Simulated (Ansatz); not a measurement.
Input for Ansatz (a program for electronic structure): R-CCSD(T)/cc-pV(Q+d)Z on Cl2Si (SMILES Cl[Si]Cl), 2S+1 = 1, a spin state set in the input, which need not be the lowest. Files ending in .json are basis or fitting sets from the Basis Set Exchange.

Ansatz 0.2 input:
```yaml
crystal:
  periodic: [false, false, false]
  atoms:
    - {symbol: Cl, position_ang: [-1.62303425, -0.38688494, 0.00000000]}
    - {symbol: Si, position_ang: [-0.00068006, 0.93671557, 0.00000000]}
    - {symbol: Cl, position_ang: [1.62359429, -0.38452788, 0.00000000]}
basis:
  gaussian:
    orbitals: cc-pV_Q+d_Z.json
magnetization: {spin_polarized: false}
correlation: {method: ccsd_t, electrons: outside_noble_gas}
scf: {omitted_lower_state_checks: [cluster_reference]}
```

It printed:

```
WARN ansatz: RAYON_NUM_THREADS=4 ignored (pool sized by the plan → 4); use --threads N
Functional definition: HF
these checks for a lower state are left out or cut short: cluster_reference
integrals: 0.73 GiB planned
1200 factors; integrals over basis functions are off by at most 6.7e-4 eV
mean field: 0.70 GiB planned
mean field evaluation 1: about -32872.0657 eV, gradient 1.7e1 eV
mean field evaluation 2: about -32872.1656 eV, gradient 1.7e1 eV
mean field evaluation 4: about -32873.1753 eV, gradient 1.8e0 eV
mean field evaluation 8: about -32873.2060 eV, gradient 1.9e-1 eV
mean field -32873.20640205 eV, -1208.0680530157 hartree, gradient 9.9e-6 eV, S^2 0.000000; 0 other end points of the search recorded, 0 dependent functions left out; unrestricted orbitals would lower it
15 core orbitals not correlated
reference -32873.20640205 eV, -1208.0680530157 hartree; 9, 9 occupied and 168, 168 virtual orbitals, 1200 factors
second order -14.12399331 eV of doubles, -0.00000000 eV of singles
coupled cluster: 1.09 GiB planned
cycle   1  -14.70173134 eV  change   -5.8e-1 eV  update   8.4e-2
cycle   2  -15.03339033 eV  change   -3.3e-1 eV  update   2.8e-2
cycle   3  -15.11366114 eV  change   -8.0e-2 eV  update   1.5e-2
cycle   4  -15.10075757 eV  change    1.3e-2 eV  update   4.0e-3
cycle   5  -15.09906209 eV  change    1.7e-3 eV  update   1.5e-3
cycle   6  -15.09940983 eV  change   -3.5e-4 eV  update   5.0e-4
cycle   7  -15.09927535 eV  change    1.3e-4 eV  update   1.7e-4
cycle   8  -15.09930190 eV  change   -2.7e-5 eV  update   5.5e-5
cycle   9  -15.09930740 eV  change   -5.5e-6 eV  update   1.9e-5
perturbative correction -0.77345457 eV, -0.0284239311 hartree
Total energy: -32889.07916401 eV, -1208.6513662589 hartree
Checks for a lower state left out: cluster_reference
```

Self-consistency was reached.

Cost: roughly 25 core-seconds.
